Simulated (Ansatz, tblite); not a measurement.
Removing an electron: Ge(vinyl)3(pyrrolidide) (C₁₀H₁₇GeN). Charge 0, multiplicity 1. Geometry: PBE-D4/def2-SVP. Ansatz, gas phase; energy differences of separate SCF runs; the oxidised species was run as a doublet alone.

```csv
atom,x (Å),y (Å),z (Å)
Ge1,0.688,0.568,-0.450
C2,2.226,1.238,0.552
C3,2.090,1.896,1.718
H4,3.234,1.098,0.121
H5,1.093,2.063,2.164
H6,2.956,2.301,2.270
C7,1.094,-1.204,-1.186
C8,2.103,-1.974,-0.735
H9,0.414,-1.618,-1.955
H10,2.811,-1.616,0.034
H11,2.276,-2.999,-1.110
C12,0.136,1.782,-1.875
C13,0.265,1.501,-3.186
H14,-0.276,2.763,-1.573
H15,0.682,0.541,-3.540
H16,-0.031,2.218,-3.971
N17,-0.723,0.531,0.781
C18,-2.095,0.427,0.282
C19,-2.442,-1.085,0.295
C20,-1.502,-1.678,1.381
C21,-0.657,-0.464,1.857
H22,-2.201,0.898,-0.717
H23,-2.779,0.975,0.977
H24,-2.228,-1.534,-0.698
H25,-3.515,-1.267,0.508
H26,-2.059,-2.142,2.219
H27,-0.843,-2.459,0.950
H28,-1.106,-0.030,2.783
H29,0.393,-0.727,2.103
```

The xTB rows come from tblite.

```csv
level,−HOMO (eV),vertical IE (eV),−LUMO (eV),HOMO–LUMO gap (eV)
GFN1-xTB,10.17,12.90,7.32,2.85
GFN2-xTB,9.36,12.17,6.40,2.95
```

(1) Estimate the rows for PBE-D4/def2-SVP, PBE0-D4/def2-SVP.

Answers

(1) 
| level | −HOMO (eV) | vertical IE (eV) | −LUMO (eV) | HOMO–LUMO gap (eV) |
| --- | --- | --- | --- | --- |
| PBE-D4/def2-SVP | 4.67 | 7.47 | 1.52 | 3.15 |
| PBE0-D4/def2-SVP | 5.98 | 7.61 | 0.57 | 5.40 |

 Raw xTB energy differences between charge states are shifted by several eV; the methods need an empirical correction for them.
